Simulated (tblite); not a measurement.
Run record: tight-binding relaxation, `[SiH3]C[Si](Br)(Br)S[SiH3]`.

Computed with GFN2-xTB geometry optimisation, gas phase (tblite 0.8.0). Start geometry: from a force field or distance geometry. A driver script takes a list of jobs; this job's settings line and coordinates (Å) are shown.

Command:
```bash
OMP_NUM_THREADS=1 python probes_run.py task.json out
```

Input:
```
{"job": {"kind": "relax", "xc": "GFN2-xTB", "basis": "xTB"}, "charge": 0, "multiplicity": 1}
Si    -2.885300     0.193800    -0.002300
C     -1.443900    -0.510100     0.854900
Si     0.141300     0.066400     0.093000
Br     0.326800     2.281100     0.230500
Br     0.274900    -0.588600    -2.015800
S      1.685600    -0.867200     1.235600
Si     3.403000    -0.095000     0.223900
H     -2.904400     1.680900     0.080300
H     -4.129800    -0.296800     0.647800
H     -2.949000    -0.219800    -1.418400
H     -1.468100    -0.234600     1.921400
H     -1.493700    -1.611800     0.836600
H      3.393500    -0.532500    -1.176800
H      3.437200     1.377700     0.322800
H      4.607500    -0.635500     0.892700
```

**Question.** Estimate the output.

**Answer.** 
```
step      E/eV     max force
  0    -624.53609    2.906
  1    -624.66787    0.890
  2    -624.70197    0.483
  3    -624.72581    0.423
  4    -624.74354    0.376
  5    -624.75925    0.280
  6    -624.76730    0.197
  7    -624.77207    0.136
  8    -624.77496    0.120
  9    -624.77727    0.104
... (33 lines left out)
 43    -624.79350    0.037
 44    -624.79362    0.033
 45    -624.79370    0.029
 46    -624.79376    0.022
 47    -624.79381    0.020
 48    -624.79386    0.024
 49    -624.79391    0.026
 50    -624.79395    0.021
 51    -624.79397    0.012
 52    -624.79398    0.008
```

«max force» is the largest atomic force in eV/Å.

**Question.** From which step on does the largest force stay under 0.1 eV/Å, and how much energy is left to gain from there?

**Answer.** From step 17 (0.080 eV/Å), 6.9 meV above the end.

Summary of the converged run: energy lowered by 5.9 kcal/mol over 52 steps; largest atomic force 0.008 eV/Å at the end.

**Question.** How long does this job take on Arm Neoverse N1, one thread, shared host?

**Answer.** About 1.2 s.
Labels such as C1 count atoms from 1, the log's own numbers from 0.
